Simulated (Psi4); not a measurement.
C₂Cl₃, doublet, at a GFN2-xTB geometry. Base run: CAM-B3LYP/3-21G (Psi4 1.11).

Here is a job for Psi4.
```
memory 2 GB

molecule {
0 2
C    -0.01280289    0.20464514    1.02473773
C     0.00168582    0.32335442   -0.26381268
Cl   -0.02139799   -0.94010326    2.18439863
Cl    0.02057196   -1.07353155   -1.37258546
Cl    0.00474969    1.82728202   -1.08037495
}

set {
  basis 3-21g
  reference uks
}

energy('cam-b3lyp')
print_variables()
```

Each row names what was changed in the base input (with any setting that the change needs).

| change | basis functions | E (Eh) | dipole (D) | core-seconds (rough) |
|---|---|---|---|---|
| base | 57 | -1449.57427 | 1.20 | 7 |
| basis = def2-SVP | 82 | -1456.19237 | 1.08 | 7 |
| basis = def2-SV(P) | 82 | -1456.19237 | 1.08 | 7 |
| basis = cc-pVDZ | 82 | -1456.70533 | 1.10 | 10 |
| basis = 6-31G** | 87 | -1456.63470 | 1.16 | 9 |
| basis = 6-31+G* | 107 | -1456.64090 | 1.18 | 10 |
| basis = 6-311G** | 114 | -1456.73720 | 1.18 | 8 |
| basis = aug-cc-pVDZ | 127 | -1456.71786 | 1.11 | 20 |
| basis = pcseg-2 | 162 | -1456.79251 | 1.13 | 20 |
| basis = cc-pV(T+d)Z | 177 | -1456.78446 | 1.08 | 20 |
| basis = cc-pVQZ | 287 | -1456.79947 | 1.09 | 60 |
| basis = def2-QZVPP | 324 | -1456.81390 | 1.09 | 60 |
| basis = def2-QZVP | 324 | -1456.81390 | 1.09 | 60 |

Totals compare only among sets that treat the same electrons; sets with core potentials leave the core out.

Open shells are given as the SCF converged; they aren't shown to be the lowest states, and a large step between rows can be another state.
